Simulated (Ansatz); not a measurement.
Species: sum formula VO₂F (charge -1, doublet). The spin state was set by rule; other spins were not relaxed. 
Structure (B3LYP-D3(BJ)/def2-TZVP (Ansatz, a quantum-chemistry and plane-wave program) minimum search):
```xyz
4

V     -0.0518     0.0109    -0.0313
O     -1.2387    -1.1201    -0.1289
O     -0.2971     1.4423    -0.7982
F      1.4976    -0.3142     0.9040
```
Charge -1, spin multiplicity 2.

Total electronic energies in hartree. Correlated levels leave the core frozen unless marked. UHF or UKS for open shells. No spin-orbit coupling. The frozen core is the preceding noble-gas configuration, with the filled d and f shells of earlier blocks. Non-relativistic.  The program attaches cautions to a run behind HF/6-31G: large difference. The program attaches cautions to a run behind HF/def2-SVP: large difference. The program attaches cautions to a run behind SCS-MP2/STO-3G: large difference. The program attaches cautions to a run behind SCS-MP2/def2-SVPD: large difference. The program attaches cautions to a run behind CCSD/6-31G: large difference.

The UHF reference is spin-contaminated (<S^2> 0.69 over the pure value in the largest basis). The T1 diagnostic of CCSD in the largest basis is 0.088, which is high, so the coupled-cluster rows are less sure than usual.

| level | program | energy (Eh) |
|---|---|---|
| HF/6-31G | Ansatz | -1191.97709 |
| HF/6-31G* | Ansatz | -1192.03372 |
| HF/def2-SVP | Ansatz | -1191.75909 |
| SVWN5/def2-TZVPD | Ansatz | -1190.84101 |
| B3LYP-D3(BJ)/def2-TZVPD | Ansatz + dftd3 | -1194.63618 |
| B3LYP/def2-TZVPD | Ansatz | -1194.63236 |
| PBE0-D3(BJ)/def2-TZVPD | Ansatz + dftd3 | -1194.13704 |
| PBE0-D4/def2-TZVP | Ansatz + dftd4 | -1194.13165 |
| PBE0-D4/def2-TZVPD | Ansatz + dftd4 | -1194.13784 |
| PBE0/def2-QZVPP | Ansatz | -1194.16714 |
| BHLYP-D3(BJ)/def2-TZVPD | Ansatz + dftd3 | -1194.41706 |
| BHLYP/def2-TZVPD | Ansatz | -1194.41373 |
| r2SCANh/def2-TZVPD | Ansatz | -1194.44562 |
| r2SCAN0-D4/def2-TZVPD | Ansatz + dftd4 | -1194.38028 |
| HSE06/def2-TZVPD | Ansatz | -1194.11705 |
| LC-wPBE/def2-TZVPD | Ansatz | -1194.26645 |
| RPA@PBE/def2-TZVPP | Ansatz | -1193.59747 |
| RI-MP2/def2-TZVPPD | Ansatz | -1193.24000 |
| RI-MP2/def2-QZVPP | Ansatz | -1193.33047 |
| SCS-MP2/STO-3G | Ansatz | -1179.06526 |
| SCS-MP2/def2-SVPD | Ansatz | -1192.52364 |
| CCSD/6-31G | Ansatz | -1192.51579 |

Totals of different functionals don't rank their quality; only differences between species are comparable.
